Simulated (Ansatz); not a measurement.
In5Sb5H18, a cluster cut from wurtzite InSb (hydrogen-capped) was relaxed with PBE-D4 (def2-SVP) in Ansatz in these states: charge +1 doublet, neutral singlet. The geometries follow in no particular order.

In the def2 sets In, Sb take a core potential; there is no spin–orbit coupling.

A:

```
atom   x (Å)   y (Å)   z (Å)
 Sb1  -1.792  -0.764   3.526
 In2  -1.448  -3.140   1.793
 Sb3  -0.084  -1.138   0.028
 In4   1.221  -3.416  -1.418
 Sb5   3.055  -1.267  -2.300
 In6  -3.370   1.741   3.564
 Sb7  -1.961   2.687   1.142
 In8  -1.309   1.159  -1.189
 Sb9   0.982   2.382  -2.393
In10   3.013   1.081  -4.104
 H11  -2.020  -1.563   5.035
 H12  -0.172  -0.308   3.871
 H13  -0.197  -4.077   2.516
 H14  -2.905  -3.422   0.919
 H15   1.170  -0.489   1.015
 H16   2.081  -4.314  -0.226
 H17   0.070  -3.728  -2.662
 H18   3.733  -0.715  -0.821
 H19   4.422  -2.231  -2.710
 H20  -2.630   2.627   4.842
 H21  -4.929   1.302   2.989
 H22  -0.432   3.331   1.578
 H23  -2.604   4.148   0.514
 H24  -2.611   0.701  -2.233
 H25   1.746   3.105  -1.038
 H26   0.371   3.841  -3.059
 H27   2.124   0.573  -5.485
 H28   4.476   1.892  -3.694
```

B:

```xyz
28

Sb    4.4943    0.8408    0.1516
In    3.0123    0.7499   -2.3777
Sb    0.3088    0.3797   -1.4156
In   -1.7475    0.7394   -3.4187
Sb   -4.1520    0.8192   -1.7404
In    4.6269   -0.7893    2.5493
Sb    1.7034   -1.0029    2.5714
In   -0.0910   -1.7176    0.4371
Sb   -2.6157   -1.0127    1.6264
In   -5.2648   -0.8118    0.3869
H     6.1452    1.0607   -0.2870
H     4.3098    2.4377    0.7623
H     3.1242    2.3709   -2.9984
H     3.5127   -0.7493   -3.1033
H     0.0712    1.7073   -0.3416
H    -1.5972    2.3597   -4.0326
H    -1.8914   -0.7629   -4.2837
H    -4.2555    2.4184   -1.1171
H    -5.4701    1.0199   -2.8305
H     5.0706    0.1985    3.9077
H     5.1754   -2.3672    2.0755
H     1.1327    0.5766    2.9404
H     1.0962   -1.7126    4.0183
H     0.0180   -3.3843   -0.0425
H    -2.2564    0.5695    2.1966
H    -2.6632   -1.7201    3.1957
H    -5.5619   -2.3931   -0.2661
H    -6.2352    0.1756    1.4360
```

Question: Judge from the bond lengths which geometry belongs to which state (an estimate).

Answer: A is the charge +1 doublet (Sb3–In4 2.997 Å, In2–Sb3 2.997 Å, Sb1–In6 2.961 Å); B is the neutral singlet (Sb3–In4 2.893 Å, In2–Sb3 2.893 Å, Sb1–In6 2.902 Å).
